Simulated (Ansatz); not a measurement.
```xyz
2

Ga    0.0000    0.0000    0.0000
As    0.0000    0.0000    2.3000
```

Basis set: cc-pVDZ (spherical functions). Frozen core: 18 orbitals. Charge 0, multiplicity 1.

Computed with Ansatz (development build ahead of 0.2.0); the reference of a correlated method needn't be the lowest determinant of its kind. Restricted open shells among the atoms or ions are ROHF, correlated in semicanonical orbitals with singles.

Question: Give the atomization energy at this shape (free ground-state atoms in the same class of orbitals less the molecule, no zero-point energy) of singlet GaAs by RHF-CCSD(T), RHF-CCSD.

Answer:

| method | atomization energy |
| --- | --- |
| RHF-CCSD(T) | -9.75 kcal/mol |
| RHF-CCSD | -15.63 kcal/mol |

Caution: large amplitudes, a single reference is doubtful; no unrestricted run beside it, a lower state can exist; the reference determinant was not shown to be the lowest.
